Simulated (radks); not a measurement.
Charge is removed step by step from the 1s1/2 level of the magnesium ion Mg2+, starting from [Ne]. Method: Dirac Kohn-Sham, PBE, spin-unpolarised, spherical densities, point nucleus; computed with a radial shooting solver on a logarithmic mesh with Libxc functionals.

removed (e) = 0: E - E(0) (eV) 0.000; eigenvalue (eV) -1280.1; E minus straight line (eV) 0.000
removed (e) = 0.1: E - E(0) (eV) 128.67; eigenvalue (eV) -1293.2; E minus straight line (eV) -5.939
removed (e) = 0.2: E - E(0) (eV) 258.65; eigenvalue (eV) -1306.4; E minus straight line (eV) -10.567
removed (e) = 0.3: E - E(0) (eV) 389.94; eigenvalue (eV) -1319.5; E minus straight line (eV) -13.880
removed (e) = 0.4: E - E(0) (eV) 522.56; eigenvalue (eV) -1332.8; E minus straight line (eV) -15.873
removed (e) = 0.5: E - E(0) (eV) 656.49; eigenvalue (eV) -1346.0; E minus straight line (eV) -16.543
removed (e) = 0.6: E - E(0) (eV) 791.76; eigenvalue (eV) -1359.3; E minus straight line (eV) -15.888
removed (e) = 0.7: E - E(0) (eV) 928.35; eigenvalue (eV) -1372.5; E minus straight line (eV) -13.907
removed (e) = 0.8: E - E(0) (eV) 1066.3; eigenvalue (eV) -1385.8; E minus straight line (eV) -10.598
removed (e) = 0.9: E - E(0) (eV) 1205.5; eigenvalue (eV) -1399.1; E minus straight line (eV) -5.962
removed (e) = 1: E - E(0) (eV) 1346.1; eigenvalue (eV) -1412.3; E minus straight line (eV) 0.000

Removing the whole electron costs 1346.1 eV by Delta-SCF, against 1280.1 eV from minus the eigenvalue at the starting occupation. Slater's transition state (half an electron removed) gives 1346.0 eV. Integrating minus the eigenvalue over the occupation (Janak's theorem) gives 1346.1 eV. The mean slope of the eigenvalue, de/dn, is 132 eV per electron.
